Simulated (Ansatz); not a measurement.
Basis-set extrapolation for C2H4OSi (`C#CO[SiH3]`) (PBE0-D4/def2-TZVP geometry, frozen core, Ansatz). Multiplicity 1, RHF reference.

|  | def2-TZVPP | def2-QZVPP |
| --- | --- | --- |
| HF | -441.883651 | -441.899876 |
| MP2 correlation | -0.656093 | -0.703836 |
| CCSD(T) correlation | -0.712835 | not run |

Energies in hartree. Use E(X) = E(∞) + A·exp(−7.88·√X) for Hartree–Fock and E(X) = E(∞) + B·X^(−2.97) for correlation, with X = 3 and 4, and add CCSD(T) minus MP2 of the smaller set to the MP2 limit.

What is the CCSD(T) energy at the basis-set limit?

HF limit: -441.899876 + (-0.016225) × 0.13774 = -441.90211. MP2 limit: -0.703836 + (-0.047743) × 0.74074 = -0.73920. Higher-order term: -0.712835 − (-0.656093) = -0.05674. Total: -442.69805 hartree, 2.76 eV below CCSD(T)/def2-TZVPP.
